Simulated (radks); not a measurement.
Values are calculated unless marked as measured or tabulated.
Task: Neutral magnesium, 12 electrons, occupied as [Ne] 3s2. Level of theory: non-relativistic Kohn-Sham, PBE, spin-polarised, spherical densities, point nucleus (a radial shooting solver on a logarithmic mesh with Libxc functionals). Some entries of the table are withheld. Estimate them.

| orbital | occ. | eigenvalue (hartree) | <1/r> (bohr^-1) |
|---|---|---|---|
| 1s | 2 | (1) | 11.59 |
| 2s | 2 | -2.92348 | (2) |
| 2p | 6 | (3) | (4) |
| 3s | 2 | (5) | (6) |

Result: 
(1) 1s eigenvalue (hartree): -46.20086
(2) 2s <1/r> (bohr^-1): 2.093
(3) 2p eigenvalue (hartree): -1.71456
(4) 2p <1/r> (bohr^-1): 1.954
(5) 3s eigenvalue (hartree): -0.17268
(6) 3s <1/r> (bohr^-1): 0.4209
